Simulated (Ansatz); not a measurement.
One change: `C[SiH](C)N(C(C)(C)C)[Si](C)(C)C` becomes `CC(C)(C)[N]([GeH3])[Si](C)(C)C`.

Ansatz, PBE0-D4/def2-TZVP geometries, multiplicity 1. Each molecule was computed in one conformer, which needn't be the lowest.

Scalar relativity is left out up to krypton.

```tsv
property	`C[SiH](C)N(C(C)(C)C)[Si](C)(C)C`
size of the dipole moment (B3LYP/def2-TZVPP) / D	1.09
size of the dipole moment (PBE/def2-TZVPP) / D	1.03
HOMO–LUMO gap (B3LYP/def2-TZVPP) / eV	6.71
LUMO energy (PBE0/def2-TZVPP) / eV	0.78
LUMO energy (PBE/def2-TZVPP) / eV	0.00
LUMO energy (B3LYP/def2-TZVPP) / eV	0.49
```

Problem. What does the change do to each property? (An estimate is asked.)

Solution. Ansatz gave: 
```
                                        property  `CC(C)(C)[N]([GeH3])[Si](C)(C)C`  shift
size of the dipole moment (B3LYP/def2-TZVPP) / D                              0.77  -0.32
  size of the dipole moment (PBE/def2-TZVPP) / D                              0.75  -0.28
           HOMO–LUMO gap (B3LYP/def2-TZVPP) / eV                              6.59  -0.12
              LUMO energy (PBE0/def2-TZVPP) / eV                              0.65  -0.13
               LUMO energy (PBE/def2-TZVPP) / eV                             -0.13  -0.13
             LUMO energy (B3LYP/def2-TZVPP) / eV                              0.38  -0.11
```

Dipoles are sizes alone; their direction can turn.

B3LYP here is the variant with VWN-RPA as its local correlation; programs differ in this.
